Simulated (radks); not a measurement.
The numbers below are computed, except where a source is named.
All-electron atom: Cl in [Ne] 3s2 3p5.

Code: a radial shooting solver on a logarithmic mesh with Libxc functionals. Model: Dirac Kohn-Sham, BLYP, spin-unpolarised, spherical densities, point nucleus; open shells fill j = l - 1/2 first.

Energy parts (hartree):
total: -461.63248
kinetic: 464.07786
electron-nucleus: -1101.01561
Hartree: 203.58209
exchange-correlation: -28.27682

Orbitals (lengths in bohr, moments of r in powers of bohr; <r^-3> diverges for s and p1/2; r(max) is where P^2 peaks):
orbital	occ.	eigenvalue (hartree)	<r^-3>	<r^4>	r(max)	small-component weight
1s1/2	2	-101.1546	-	0.0003201	0.05946	3.66e-03
2s1/2	2	-9.28079	-	0.09962	0.3618	5.73e-04
2p1/2	2	-7.08590	-	0.09006	0.3001	5.52e-04
2p3/2	4	-7.02341	101.5	0.09189	0.3019	5.48e-04
3s1/2	2	-0.75462	-	12.93	1.278	9.12e-05
3p1/2	2	-0.31371	-	33.76	1.418	6.60e-05
3p3/2	3	-0.30909	7.556	34.62	1.425	6.54e-05

The highest occupied level is 3p3/2 at -8.411 eV. For comparison, the ionisation energy in NIST's Atomic Spectra Database is 12.968 eV (measured). In exact Kohn-Sham theory the highest level is minus the ionisation energy, but local and semilocal functionals leave it too shallow, through self-interaction and a potential that decays too fast; potentials with the right tail come closer. Summed over all electrons, <r^2> = 27.92 bohr^2, which gives a Langevin (diamagnetic) susceptibility term of -22.1 x 10^-6 cm^3/mol. The density falls to 0.001 e/bohr^3 at r = 3.93 bohr.

Beside tabulated values, note that spin-unpolarised runs miss the spin-polarisation part of the exchange energy of open shells.
